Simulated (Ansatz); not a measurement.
`c1sc(-c2sc(-c3scc4c3OCCO4)c3c2OCCO3)c2c1OCCO2`. The state is a triplet with charge 0. Geometry r2SCAN-D4/def2-SVP, that of the neutral singlet; atoms count from 1.

```xyz
41

C     1.2973    4.7274    0.1647
S    -0.0447    3.6588   -0.0364
C     0.9785    2.2380   -0.0651
C     0.4337    0.9186   -0.2374
S    -1.0818    0.4575    0.5062
C    -1.0427   -1.1441   -0.2017
C    -2.0732   -2.1152    0.0207
S    -2.0088   -3.7406   -0.6309
C    -3.5138   -4.1805    0.0982
C    -4.0517   -3.1321    0.8080
C    -3.2356   -1.9630    0.7659
O    -3.5695   -0.8069    1.4006
C    -4.5891   -1.0068    2.3764
C    -5.7035   -1.8665    1.8115
O    -5.2279   -3.1704    1.4916
C     0.1175   -1.2916   -0.9514
C     0.9429   -0.1344   -0.9837
O     2.0826   -0.0749   -1.7214
C     2.1521   -1.1216   -2.6835
C     1.7807   -2.4529   -2.0603
O     0.4253   -2.4350   -1.6215
C     2.3057    2.6156    0.0730
C     2.4832    4.0309    0.1929
O     3.7110    4.6006    0.3334
C     4.7066    3.6555    0.7186
C     4.5910    2.3834   -0.0985
O     3.3440    1.7433    0.1446
H     1.1586    5.8027    0.2615
H    -3.9343   -5.1758   -0.0345
H    -4.1573   -1.4914    3.2730
H    -4.9616   -0.0098    2.6519
H    -6.1218   -1.3856    0.9060
H    -6.5083   -1.9963    2.5496
H     3.1868   -1.1395   -3.0555
H     1.4707   -0.9025   -3.5284
H     2.4482   -2.6659   -1.2036
H     1.8640   -3.2689   -2.7925
H     4.6005    3.4169    1.7953
H     5.6804    4.1404    0.5551
H     4.6890    2.6167   -1.1770
H     5.3755    1.6658    0.1845
```

Single mean-field runs in def2-TZVP are fitted with def2-universal-jkfit. At PBE0-D4/def2-TZVP a singlet of charge 0 lies 2.16 eV below the triplet at the same geometry.

**Question.** Estimate the Mulliken populations of the heavy atoms from the PBE0/def2-TZVP orbitals of Ansatz.

**Answer.** 
| atom | charge (e) | spin (α − β) |
| --- | --- | --- |
| C1 | -0.25 | 0.22 |
| S2 | 0.03 | 0.04 |
| C3 | -0.15 | -0.08 |
| C4 | 0.05 | 0.45 |
| S5 | -0.03 | 0.07 |
| C6 | -0.02 | 0.35 |
| C7 | -0.10 | 0.02 |
| S8 | 0.01 | 0.04 |
| C9 | -0.24 | 0.40 |
| C10 | 0.09 | -0.13 |
| C11 | 0.16 | 0.28 |
| O12 | -0.25 | 0.05 |
| C13 | -0.06 | 0.00 |
| C14 | -0.05 | 0.00 |
| O15 | -0.24 | -0.01 |
| C16 | 0.19 | 0.18 |
| C17 | 0.11 | -0.01 |
| O18 | -0.23 | 0.01 |
| C19 | -0.06 | 0.00 |
| C20 | -0.06 | 0.00 |
| O21 | -0.25 | 0.04 |
| C22 | 0.14 | 0.17 |
| C23 | 0.09 | -0.08 |
| O24 | -0.24 | -0.01 |
| C25 | -0.04 | 0.00 |
| C26 | -0.06 | 0.00 |
| O27 | -0.24 | 0.03 |
Mulliken values and Mayer orders depend strongly on the basis.

**Question.** Where does the spin sit?

**Answer.** Summed by element: C 1.76, S 0.15, O 0.11, H -0.02, of 2 unpaired in all. Largest on single atoms: C4 0.45, C9 0.40, C6 0.35.

**Question.** And the Mayer bond orders between bonded heavy atoms (over 0.3)?

**Answer.** C1–S2 1.22 (1.73 Å); C1–C23 1.59 (1.38 Å); S2–C3 1.25 (1.75 Å); C3–C4 1.01 (1.44 Å); C3–C22 1.36 (1.39 Å); C4–S5 1.17 (1.75 Å); C4–C17 1.26 (1.39 Å); S5–C6 1.18 (1.75 Å); C6–C7 1.29 (1.43 Å); C6–C16 1.07 (1.39 Å); C7–S8 1.24 (1.75 Å); C7–C11 1.15 (1.39 Å); S8–C9 1.19 (1.73 Å); C9–C10 1.54 (1.38 Å); C10–C11 1.29 (1.43 Å); C10–O15 1.13 (1.36 Å); C11–O12 1.07 (1.36 Å); O12–C13 0.97 (1.43 Å); C13–C14 1.02 (1.52 Å); C14–O15 0.96 (1.42 Å); C16–C17 1.39 (1.42 Å); C16–O21 1.07 (1.36 Å); C17–O18 1.14 (1.36 Å); O18–C19 0.97 (1.42 Å); C19–C20 1.02 (1.52 Å); C20–O21 0.97 (1.42 Å); C22–C23 1.23 (1.43 Å); C22–O27 1.11 (1.36 Å); C23–O24 1.12 (1.36 Å); O24–C25 0.96 (1.43 Å); C25–C26 1.03 (1.52 Å); C26–O27 0.97 (1.42 Å).
